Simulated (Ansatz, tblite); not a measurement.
Cost and result up the ladder for `C[Si]1(C)C=CC=C1C1=CC=C[Si]1(C)C` (32 atoms). Charge 0, multiplicity 1. Geometry: PBE-D4/def2-SVP.

```xyz
32

C     1.634   -0.485   -3.027
Si    0.751    0.921   -2.119
C     1.953    2.317   -1.685
C    -0.809    1.515   -2.993
C    -1.861    1.238   -2.164
C    -1.563    0.591   -0.881
C    -0.239    0.309   -0.603
C     0.238   -0.316    0.600
C     1.562   -0.599    0.877
C     1.861   -1.240    2.163
C     0.809   -1.511    2.995
Si   -0.751   -0.921    2.119
C    -1.633    0.492    3.019
C    -1.954   -2.319    1.696
H     2.092   -0.127   -3.972
H     0.919   -1.296   -3.272
H     2.439   -0.917   -2.397
H     2.425    2.739   -2.597
H     2.761    1.949   -1.019
H     1.422    3.135   -1.158
H    -0.952    1.998   -3.972
H    -2.910    1.477   -2.417
H    -2.386    0.351   -0.183
H     2.384   -0.364    0.177
H     2.910   -1.481    2.415
H     0.953   -1.991    3.975
H    -0.916    1.301    3.264
H    -2.097    0.139    3.963
H    -2.433    0.924    2.383
H    -1.424   -3.137    1.168
H    -2.419   -2.739    2.612
H    -2.766   -1.954    1.034
```

Ansatz on 4 threads of Arm Neoverse V1 on a shared host; xTB runs through tblite on one thread. Times are rough, summed over both states, and most runs start from the orbitals of an earlier one. PBE0-D4/def2-SVP serves as the yardstick here, not as an exact answer. The other state is a triplet.

The xTB rows come from tblite.

xTB has no spin-polarisation term.

```tsv
level	functions	wall time
GFN2-xTB	84	0.052 s
GFN1-xTB	102	0.061 s
PBE-D4/def2-SVP	294	20 s
PBE0-D4/def2-SVP	294	43 s
```

**Question.** Estimate what each level gives for the vertical triplet (eV).

**Answer.** 
```
           level  vertical triplet (eV)  difference from PBE0-D4/def2-SVP (eV)
        GFN2-xTB                   1.80                                   0.26
        GFN1-xTB                   1.80                                   0.26
 PBE-D4/def2-SVP                   1.55                                   0.01
PBE0-D4/def2-SVP                   1.54                                   0.00
```
